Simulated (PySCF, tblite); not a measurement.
Isomers of C6H6N2Si. Computed with GFN2-xTB (tblite): harmonic, unscaled wavenumbers at the GFN2-xTB geometry, gas phase. The method is semi-empirical: single wavenumbers can be off by several per cent or more. Modes of hydrogen on silicon can be 10 to 20 % off. One conformer each.

Electronic energies: PBE0/pcSseg-1 single points on the GFN2-xTB geometries (PySCF, gas phase).

```json
{"SMILES": "C=C/C(C#N)=C\\[SiH2]C#N", "electronic energy, lowest = 0 (kJ/mol)": "5.3"}
{"SMILES": "C[C@@H](C#N)[SiH2]C#CC#N", "electronic energy, lowest = 0 (kJ/mol)": "54.6"}
{"SMILES": "C#Cc1cnncc1[SiH3]", "electronic energy, lowest = 0 (kJ/mol)": "133.6"}
{"SMILES": "C=C/C(C#N)=C/[SiH2]C#N", "electronic energy, lowest = 0 (kJ/mol)": "0.0"}
```

Question: How do GFN2-xTB zero-point energies change the relative energies?

Answer: 
```
                  SMILES  ZPE (kJ/mol)  of it from modes above 1550 cm⁻¹  electronic (kJ/mol)  with ZPE, lowest = 0 (kJ/mol)  lowest mode (cm⁻¹)  rings
  C=C/C(C#N)=C/[SiH2]C#N         253.9                             148.7                  0.0                            0.0                  16      0
  C=C/C(C#N)=C\[SiH2]C#N         254.3                             148.6                  5.3                            5.7                  32      0
C[C@@H](C#N)[SiH2]C#CC#N         256.1                             140.9                 54.6                           56.7                  27      0
       C#Cc1cnncc1[SiH3]         251.8                             111.3                133.6                          131.4                  79      1
```

The zero-point energies span 4.3 kJ/mol, from `C#Cc1cnncc1[SiH3]` to `C[C@@H](C#N)[SiH2]C#CC#N`. The order is unchanged.

Question: And how do the electronic energies of GFN2-xTB itself compare?

Answer: `C=C/C(C#N)=C/[SiH2]C#N` 100.0; `C=C/C(C#N)=C\[SiH2]C#N` 101.4; `C[C@@H](C#N)[SiH2]C#CC#N` 96.7; `C#Cc1cnncc1[SiH3]` 0.0 kJ/mol, lowest = 0. Against the energies above, taken from the same isomer `C=C/C(C#N)=C/[SiH2]C#N`, the largest difference is 233.6 kJ/mol.

Question: What do entropy and thermal enthalpy add at 298.15 K and 1 bar (rigid rotor, harmonic oscillator, one conformer each)?

Answer: 
| SMILES | point group | symmetry number | S (J/(mol K)) | H − H(0) (kJ/mol) | ZPE + H − H(0) − TS (kJ/mol) |
| --- | --- | --- | --- | --- | --- |
| C=C/C(C#N)=C\[SiH2]C#N | C1 | 1 | 433.9 | 31.00 | 155.9 |
| C[C@@H](C#N)[SiH2]C#CC#N | C1 | 1 | 444.3 | 32.07 | 155.7 |
| C#Cc1cnncc1[SiH3] | Cs | 1 | 399.8 | 27.59 | 160.2 |

Not tabulated: `C=C/C(C#N)=C/[SiH2]C#N` (lowest mode only 16 cm⁻¹).
